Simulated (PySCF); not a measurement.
Orbital picture of SbC

PBE at R = 1.871 Å; PySCF, scalar-relativistic core potentials, basis sets Sb def2-TZVPP with ECP28, C def2-TZVPP. State: ²Σ⁺ (doublet), unpaired electrons σ ↑. Only the outer orbitals are listed, counted within each symmetry, core potentials removing the inner ones.

```json
{"spin": "α", "orbital": "5σ", "occ.": "1", "ε (eV)": "-16.39", "on Sb (%)": "45", "main shells (%)": "50 C s, 38 Sb s"}
{"spin": "α", "orbital": "6σ", "occ.": "1", "ε (eV)": "-11.21", "on Sb (%)": "60", "main shells (%)": "49 Sb s, 34 C s, 10 Sb p"}
{"spin": "α", "orbital": "7σ", "occ.": "1", "ε (eV)": "-7.07", "on Sb (%)": "38", "main shells (%)": "56 C p, 30 Sb p"}
{"spin": "α", "orbital": "3π", "occ.": "1", "ε (eV)": "-6.42", "on Sb (%)": "46", "main shells (%)": "54 C p, 44 Sb p"}
{"spin": "α", "orbital": "3π", "occ.": "1", "ε (eV)": "-6.42", "on Sb (%)": "46", "main shells (%)": "54 C p, 44 Sb p"}
{"spin": "α", "orbital": "4π", "occ.": "0", "ε (eV)": "-3.07", "on Sb (%)": "61", "main shells (%)": "56 Sb p, 39 C p"}
{"spin": "α", "orbital": "4π", "occ.": "0", "ε (eV)": "-3.07", "on Sb (%)": "61", "main shells (%)": "56 Sb p, 39 C p"}
{"spin": "β", "orbital": "5σ", "occ.": "1", "ε (eV)": "-15.77", "on Sb (%)": "54", "main shells (%)": "48 Sb s, 40 C s"}
{"spin": "β", "orbital": "6σ", "occ.": "1", "ε (eV)": "-10.40", "on Sb (%)": "63", "main shells (%)": "46 Sb s, 37 C s, 16 Sb p"}
{"spin": "β", "orbital": "3π", "occ.": "1", "ε (eV)": "-6.12", "on Sb (%)": "61", "main shells (%)": "60 Sb p, 39 C p"}
{"spin": "β", "orbital": "3π", "occ.": "1", "ε (eV)": "-6.12", "on Sb (%)": "61", "main shells (%)": "60 Sb p, 39 C p"}
{"spin": "β", "orbital": "7σ", "occ.": "0", "ε (eV)": "-5.13", "on Sb (%)": "32", "main shells (%)": "48 C p, 31 Sb p, 20 C s"}
{"spin": "β", "orbital": "4π", "occ.": "0", "ε (eV)": "-2.68", "on Sb (%)": "48", "main shells (%)": "52 C p, 41 Sb p"}
{"spin": "β", "orbital": "4π", "occ.": "0", "ε (eV)": "-2.68", "on Sb (%)": "48", "main shells (%)": "52 C p, 41 Sb p"}
```

Task: Which are the highest filled and the lowest empty level, where do they sit, and how wide is the gap?

Result: Highest filled β 3π at -6.12 eV (in %: 60 Sb p, 39 C p); lowest empty β 7σ at -5.13 eV (in %: 48 C p, 31 Sb p, 20 C s); the gap at PBE is 0.99 eV.

The bond order (Mayer) is 2.80, the ⟨S²⟩ is 0.797 and the charge on Sb (Mulliken, basis-dependent) is 0.32. The charge on Sb (Löwdin, basis-dependent) is 0.41 and the dipole moment (positive dipole means Sb(−)C(+)) is -2.26 D. The polarisability along the bond is 66.3 bohr³. The polarisability across the bond is 41.0 bohr³.

Spin–orbit coupling is left out. The state was picked by a PBE0 search and need not be the measured ground state.
